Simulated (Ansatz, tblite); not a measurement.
Cost and result up the ladder for Au₃O⁺ (the lowest singlet isomer of a short search) (4 atoms). Total charge 1; singlet. Geometry: r2SCAN-D4/def2-SVP.

Cartesian coordinates in Å:
```
Au 0.3953 1.8295 0.0547
Au 1.0607 -1.1843 0.9868
Au -1.7189 -0.5392 -0.5063
O 0.2628 -0.1060 -0.5351
```

Ansatz on 4 threads of Arm Neoverse V2 on a shared host; xTB runs through tblite on one thread. Times are rough, summed over both states, and most runs start from the orbitals of an earlier one. B2PLYP/def2-TZVP serves as the yardstick here, not as an exact answer. The other state is a quintet at its own geometry.

In the def2 sets Au takes a core potential; there is no spin–orbit coupling. The xTB rows come from tblite. Correlated methods freeze 1 core orbital; core or outer-core shells of Au are correlated, in sets that lack core-valence functions. The structure comes from a short search, and lower isomers may exist.

xTB has no spin-polarisation term.

```csv
level,functions,wall time
GFN2-xTB,31,0.007 s
GFN1-xTB,31,0.008 s
HF/def2-TZVP,151,4.7 s
PBE-D4/def2-TZVP (with forces),151,5.6 s
PBE0-D4/def2-TZVP,151,7.7 s
RPA@PBE/def2-TZVP,151,13 s
r2SCAN-D4/def2-TZVP,151,13 s
B2PLYP/def2-TZVP,151,14 s
r2SCAN0-D4/def2-TZVP,151,16 s
B97M-V/def2-TZVP,151,23 s
```

Question: Estimate what each level gives for the quintet − singlet (eV).

Answer: 
| level | quintet − singlet (eV) | difference from B2PLYP/def2-TZVP (eV) |
| --- | --- | --- |
| GFN2-xTB | 5.06 | 2.29 |
| GFN1-xTB | 2.13 | -0.64 |
| HF/def2-TZVP | 2.55 | -0.22 |
| PBE-D4/def2-TZVP (with forces) | 1.90 | -0.86 |
| PBE0-D4/def2-TZVP | 2.37 | -0.40 |
| RPA@PBE/def2-TZVP | 2.53 | -0.23 |
| r2SCAN-D4/def2-TZVP | 1.76 | -1.01 |
| B2PLYP/def2-TZVP | 2.77 | 0.00 |
| r2SCAN0-D4/def2-TZVP | 2.13 | -0.64 |
| B97M-V/def2-TZVP | 2.21 | -0.56 |
